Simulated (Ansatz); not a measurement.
`[OH][Ge]([OH])([F])[SiH3]` and `[OH][GeH]([F])[SiH3]` differ in one atom or group.

Ansatz, PBE0-D4/def2-TZVP geometries, multiplicity 1. Each molecule was computed in one conformer, which needn't be the lowest.

Scalar relativity is left out up to krypton.

```tsv
property	`[OH][Ge]([OH])([F])[SiH3]`
LUMO energy (B3LYP/def2-TZVPP) / eV	-0.47
ideal-gas entropy at 298 K and 1 bar (rigid rotor, harmonic PBE0-D4/def2-TZVP) / J/(mol·K)	389
HOMO–LUMO gap (ωB97M-V/def2-TZVPP) / eV	12.38
HOMO–LUMO gap (PBE0/def2-TZVPP) / eV	8.46
HOMO energy (B3LYP/def2-TZVPP) / eV	-8.43
size of the dipole moment (B3LYP/def2-TZVPP) / D	1.33
```

Question: What does the change do to each property? (Estimate.)

Answer: Computed: 
```
                                                                                  property  `[OH][GeH]([F])[SiH3]`  shift
                                                       LUMO energy (B3LYP/def2-TZVPP) / eV                   -0.51  -0.04
ideal-gas entropy at 298 K and 1 bar (rigid rotor, harmonic PBE0-D4/def2-TZVP) / J/(mol·K)                     357    -32
                                                   HOMO–LUMO gap (ωB97M-V/def2-TZVPP) / eV                   12.10  -0.28
                                                      HOMO–LUMO gap (PBE0/def2-TZVPP) / eV                    8.26  -0.20
                                                       HOMO energy (B3LYP/def2-TZVPP) / eV                   -8.35   0.08
                                          size of the dipole moment (B3LYP/def2-TZVPP) / D                    1.87   0.54
```

With PBE0 the HOMO rises by 0.10 eV and the LUMO falls by 0.09 eV, so the gap narrows by about 0.19 eV. PBE moves the HOMO by -0.05 eV and ωB97M-V by 0.18 eV. The zero-point energy changes by -15.6 kJ/mol with -3 modes. Dipoles are sizes alone; their direction can turn.

Positive LUMOs are unbound, so they and the gaps depend on the basis.

B3LYP here is the variant with VWN-RPA as its local correlation; programs differ in this.
